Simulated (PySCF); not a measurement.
Ionisation energy along the 13-electron series

Calculated with PySCF 2.14 and a two-component X2C-1e Hamiltonian (Gaussian nucleus, no Breit or QED terms), each ion in its own even-tempered basis scaled to its charge; GMP2 freezes 1s2 and drops the highest virtual spinors. Values in eV. NIST values: (m) measured, (s) semi-empirical, (t) theoretical.

```json
{"ion": "Hf⁵⁹⁺", "configuration": "[Ne] 3s2 3p1", "GHF (spin-free)": "6061.3", "GMP2 (spin-free)": "6061.8", "GHF (screened spin-orbit)": "6290.7", "GMP2 (screened spin-orbit)": "6290.8", "NIST": "6284 ± 7 (t)"}
{"ion": "Ta⁶⁰⁺", "configuration": "[Ne] 3s2 3p1", "GHF (spin-free)": "6264.1", "GMP2 (spin-free)": "6264.7", "GHF (screened spin-orbit)": "6509.4", "GMP2 (screened spin-orbit)": "6509.4", "NIST": "6502 ± 10 (t)"}
{"ion": "W⁶¹⁺", "configuration": "[Ne] 3s2 3p1", "GHF (spin-free)": "6470.5", "GMP2 (spin-free)": "6471.1", "GHF (screened spin-orbit)": "6732.6", "GMP2 (screened spin-orbit)": "6732.6", "NIST": "6735 ± 7 (s)"}
```

Between Z = 72 and Z = 74 the GMP2 (screened spin-orbit) value grows as Z to the power 2.48.
